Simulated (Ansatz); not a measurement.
`CB(C=S)CCl`. Charge 0, multiplicity 1. All single points use the PBE0-D4/def2-TZVP geometry. It is one conformer, not always the lowest.

```xyz
12

C    -0.427   -0.640   -1.312
B    -0.106    0.043    0.059
C    -1.237    0.653    0.921
S    -1.783   -0.443    1.980
C     1.368    0.093    0.616
Cl    1.852    1.675   -0.106
H    -0.613   -1.702   -1.106
H     0.424   -0.594   -1.996
H    -1.315   -0.252   -1.813
H    -1.689    1.643    0.839
H     2.052   -0.657    0.223
H     1.474    0.181    1.694
```

Question: What is the dipole moment at ωB97M-V/def2-TZVPP? (Best estimate.)

Answer: The calculation gave: 0.80 D, with components (0.22, -0.38, -0.67) D in this frame, pointing from negative to positive charge.

Question: And with PBE, r2SCAN, B3LYP? (Estimate.)

Answer: Ansatz gave: PBE 0.76 D, r2SCAN 0.87 D, B3LYP 0.80 D.

Question: Give the Mulliken charges with ωB97M-V, PBE, B3LYP in def2-TZVPP. (Estimate.)

Answer: Ansatz gave: 
```json
{"atom": "C1", "ωB97M-V": "-0.34", "PBE": "-0.33", "B3LYP": "-0.31"}
{"atom": "B2", "ωB97M-V": "0.02", "PBE": "0.05", "B3LYP": "0.08"}
{"atom": "C3", "ωB97M-V": "-0.06", "PBE": "-0.02", "B3LYP": "-0.04"}
{"atom": "S4", "ωB97M-V": "-0.13", "PBE": "-0.15", "B3LYP": "-0.17"}
{"atom": "C5", "ωB97M-V": "-0.18", "PBE": "-0.14", "B3LYP": "-0.14"}
{"atom": "Cl6", "ωB97M-V": "-0.10", "PBE": "-0.12", "B3LYP": "-0.14"}
{"atom": "H7", "ωB97M-V": "0.13", "PBE": "0.12", "B3LYP": "0.11"}
{"atom": "H8", "ωB97M-V": "0.11", "PBE": "0.10", "B3LYP": "0.10"}
{"atom": "H9", "ωB97M-V": "0.11", "PBE": "0.10", "B3LYP": "0.10"}
{"atom": "H10", "ωB97M-V": "0.15", "PBE": "0.13", "B3LYP": "0.14"}
{"atom": "H11", "ωB97M-V": "0.15", "PBE": "0.14", "B3LYP": "0.13"}
{"atom": "H12", "ωB97M-V": "0.15", "PBE": "0.13", "B3LYP": "0.14"}
```

B3LYP here is the variant with VWN-RPA as its local correlation; programs differ in this.
